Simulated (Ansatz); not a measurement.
Molecule: tert-butyl(dimethyl)borane, C$_{6}$H$_{15}$B, net charge 0, singlet state. 
Geometry from a B3LYP-D3(BJ)/def2-TZVP (Ansatz, a first-principles code) optimisation:
```xyz
22

C      1.6293    -1.3616    -0.5365
B      0.9354    -0.0450    -0.0319
C      1.8469     1.1588     0.4015
C     -0.6521     0.0591     0.0343
C     -1.1773    -1.0608     0.9566
C     -1.1705     1.4058     0.5566
C     -1.2112    -0.1650    -1.3864
H      2.2984    -1.7397     0.2460
H      0.9692    -2.1743    -0.8395
H      2.2908    -1.1259    -1.3785
H      1.6090     2.0490    -0.1921
H      1.6316     1.4495     1.4360
H      2.9182     0.9701     0.3164
H     -2.2707    -1.0328     0.9978
H     -0.8828    -2.0506     0.6055
H     -0.8091    -0.9445     1.9794
H     -0.8220     1.6069     1.5718
H     -0.8461     2.2361    -0.0742
H     -2.2645     1.4172     0.5770
H     -0.9175    -1.1339    -1.7925
H     -0.8680     0.6074    -2.0798
H     -2.3049    -0.1273    -1.3706
```

Property: atomisation energy (electronic, to ground-state atoms), in eV. Valence correlation only, unless marked. Open shells are spin-unrestricted. Spin-orbit coupling is left out. Non-relativistic. The coupled-cluster limit lacks core correlation, which all-electron functionals hold. CBS(X,Y): correlation extrapolated as X^-3; Hartree-Fock from the larger set. The bracket is a focal-point correction in the basis named.

| level | program | atomisation energy (eV) |
|---|---|---|
| HF/6-31G | Ansatz | 67.41 |
| PBE/def2-TZVPD | Ansatz | 91.14 |
| BLYP-D4/def2-TZVPD | Ansatz + dftd4 | 89.70 |
| PBE0/def2-SVP | Ansatz | 91.30 |
| MP2/STO-3G | Ansatz | 95.72 |
| MP2/aug-cc-pVTZ | Ansatz | 89.50 |
| SCS-MP2/STO-3G | Ansatz | 96.27 |
| CCSD/aug-cc-pVTZ | Ansatz | 87.74 |
| CCSD(T)/6-31G | Ansatz | 79.41 |
| RI-MP2/CBS(cc-pVTZ,cc-pVQZ)+[CCSD(T)-MP2]/cc-pVTZ | Ansatz | 90.24 |
